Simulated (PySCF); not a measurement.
## Magnetic susceptibility: `N([BH2-]B)C`, [CH$_{8}$B$_{2}$N]-, charge -1

Geometry (Å), atoms numbered from 1 in this order:
```xyz
12

B     2.177   -0.050    0.271
B     0.571   -0.479    0.411
N    -0.475    0.693    0.339
C    -1.821    0.281    0.080
H     2.587    0.932   -0.283
H     3.073   -0.804    0.526
H     0.468   -1.193   -0.635
H     0.240   -1.206    1.343
H    -0.190    1.350   -0.384
H    -1.981   -0.249   -0.890
H    -2.521    1.139    0.093
H    -2.127   -0.413    0.868
```

Total charge -1.

The calculation used GIAO LDA/ANO-RCC-VDZP magnetisability, rotational g tensor and spin-rotation constants, non-relativistic, gas phase (PySCF). Geometry: GFN2-xTB.

For an ion the centre-of-mass motion in the field is neglected. The highest occupied orbital is unbound at this level, so the values depend on the basis.

**Question.** What are the magnetisability and the molar susceptibility?

**Answer.** Isotropic -643 × 10⁻³⁰ J/T², or -38.7 × 10⁻⁶ cm³/mol; principal values -875, -616, -438 × 10⁻³⁰ J/T², anisotropy 381 × 10⁻³⁰ J/T² (root of half the summed squared differences of the principal values). The susceptibility is in cgs units.

**Question.** Split it along the inertial axes a, b, c into diamagnetic and paramagnetic parts about the centre of mass, with the quadrupole moment.

**Answer.** 
| axis | χ (10⁻⁶ cm³/mol) | diamagnetic (10⁻⁶ cm³/mol) | paramagnetic (10⁻⁶ cm³/mol) | summed x² of all electrons (Å²) | quadrupole Θ (D Å) |
| --- | --- | --- | --- | --- | --- |
| a | -35.6 | -130.4 | 94.8 | 89.6 | -11.21 |
| b | -30.4 | -430.1 | 399.7 | 19.0 | +4.84 |
| c | -50.1 | -460.8 | 410.7 | 11.8 | +6.38 |

Anisotropies 2χaa − χbb − χcc = +9.3 and 2χbb − χaa − χcc = +24.9 × 10⁻⁶ cm³/mol. Θ is traceless in Buckingham's convention.

**Question.** And the rotational g tensor?

**Answer.** 
```
axis  rotational constant (GHz)        g  nuclear part  electronic part
   a                    26.0131  -0.3509        0.8076          -1.1584
   b                     3.6654  -0.0747        0.6135          -0.6882
   c                     3.4158  -0.0394        0.6196          -0.6590
```
Asymmetric top; isotopes 11B, 12C, 1H, 14N; no vibrational averaging.
